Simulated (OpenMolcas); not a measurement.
# Os IV: from CASSCF to CASPT2

```
Program             : OpenMolcas
Basis               : ANO-R2 [8s6p5d3f1g]
Scalar Hamiltonian  : X2C, finite nucleus
Active space        : 5 electrons in 10 orbitals (5d 6d)
State averaging     : 2S+1 = 6 even, 1 root; 2S+1 = 4 even, 24 roots; 2S+1 = 2 even, 70 roots
Spin-orbit coupling : state interaction with AMFI integrals over the reference wave functions, term energies averaged over their components
```

Methods on the same reference wave functions:
A. CASSCF
B. SS-CASPT2, IPEA 0.25 Eh, imaginary shift 0.1 Eh (closed shells correlated: 5s 5p)
C. MS-CASPT2, IPEA 0.25 Eh, imaginary shift 0.1 Eh (closed shells correlated: 5s 5p)

Energies in cm-1 above 5d5 6S 5/2.

| Level | A | B | C |
| --- | --- | --- | --- |
| 5d5 6S 5/2 | 0.0 | 0.0 | 0.0 |
| 5d5 4G 7/2 [68 %] | 24695 | 21500 | 21490 |
| 5d5 4G 11/2 | 25544 | 22740 | 22740 |
| 5d5 4G 9/2 | 26227 | 23350 | 23350 |
| 5d5 4P 1/2 [60 %] | 28748 | 24680 | 24680 |
| 5d5 4D 7/2 [71 %] | 31745 | 27390 | 27380 |
| 5d5 4D 1/2 [64 %] | 35160 | 30760 | 30760 |
| 5d5 2I 11/2 | 35961 | 32930 | 32930 |
| 5d5 2I 13/2 | 38916 | 36000 | 35990 |
| 5d5 2H 9/2 [51 %] | 45982 | 41550 | 41540 |
| 5d5 2H 11/2 [73 %] | 52463 | 48800 | 48800 |
| 5d5 2S 1/2 | 56113 | 47860 | 47860 |
| 5d5 2D 3/2(2) | 63060 | 55300 | 55290 |
| 5d5 2D 5/2(2) [65 %] | 66363 | 59050 | 58970 |
| 5d5 2G 9/2(2) | 68633 | 60800 | 60840 |

Between B and C the level of the table that moves most is 5d5 2D 5/2(2) [65 %], by 73 cm-1 (lowest in C, highest in B). Moves below CASPT2's spread within the term are not significant.

From A to B the spin-free energies of the other terms of 5d5 shown, above 6S, scale by factors of 0.84 to 0.91, as is usual when dynamic correlation screens the repulsion within a d or f shell.

The lowest spin-free term lies below A's lowest term by 0.288 hartree in B, 0.288 hartree in C.

Term energies are means over components that CASPT2 splits; among the terms shown or strongly mixed into the levels shown the widest spread is 730 cm-1 (5d5 2I, C). Active for correlation alone: 6d; no level in the range computed is led by a configuration that fills it, so any true level of that kind is missing. Without dynamic correlation excited terms often stand tens of per cent too high (terms of higher spin than the ground term too low), and those without a measured partner can miss by more than the paired ones (holds for A). Levels of configurations outside the active space are missing. Levels that lie high or do not pair safely by name in every column are left out.

A share in square brackets marks a mixed level and gives the weight of the term that names it, the lowest over the columns. A number in round brackets counts repeated terms of one configuration in the order of the reference energies.
